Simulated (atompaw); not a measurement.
An all-electron radial function and its pseudo partner (Ag)

Columns: radius, all-electron u(r) and pseudo u(r) of the 5p shell (level -0.84 eV) of silver in the configuration [Ar] 3d10 4s2 4p6 4d10 5s1 5p0; LDA (PW92), scalar-relativistic, PAW (atompaw) scheme, atompaw 4.2.0.5.

| r (bohr) | all-electron | pseudo |
| --- | --- | --- |
| 0.069 | -0.0647 | -0.0105 |
| 0.138 | -0.0010 | -0.0410 |
| 0.208 | 0.0767 | -0.0893 |
| 0.277 | 0.0972 | -0.1497 |
| 0.346 | 0.0687 | -0.2170 |
| 0.415 | 0.0154 | -0.2851 |
| 0.485 | -0.0433 | -0.3486 |
| 0.554 | -0.0934 | -0.4002 |
| 0.623 | -0.1300 | -0.4363 |
| 0.692 | -0.1518 | -0.4541 |
| 0.762 | -0.1596 | -0.4522 |
| 0.831 | -0.1554 | -0.4311 |
| 0.900 | -0.1417 | -0.3932 |
| 0.969 | -0.1210 | -0.3417 |
| 1.038 | -0.0954 | -0.2806 |
| 1.108 | -0.0660 | -0.2134 |
| 1.177 | -0.0351 | -0.1462 |
| 1.246 | -0.0035 | -0.0817 |
| 1.315 | 0.0283 | -0.0225 |
| 1.385 | 0.0601 | 0.0305 |
| 1.454 | 0.0905 | 0.0754 |
| 1.523 | 0.1198 | 0.1135 |
| 1.592 | 0.1478 | 0.1459 |
| 1.662 | 0.1748 | 0.1744 |
| 1.731 | 0.1998 | 0.1998 |
| 1.800 | 0.2234 | 0.2234 |

How many radial nodes do the two functions have?

The all-electron 5p function has n − l − 1 = 3; the pseudo-wave has 1, since 1 lower shell of the same l stays in the valence.

Is the pseudo-wave norm-conserving?

No, it belongs to a PAW set: the norm inside the radius is not constrained, and the difference is carried by the augmentation charge.
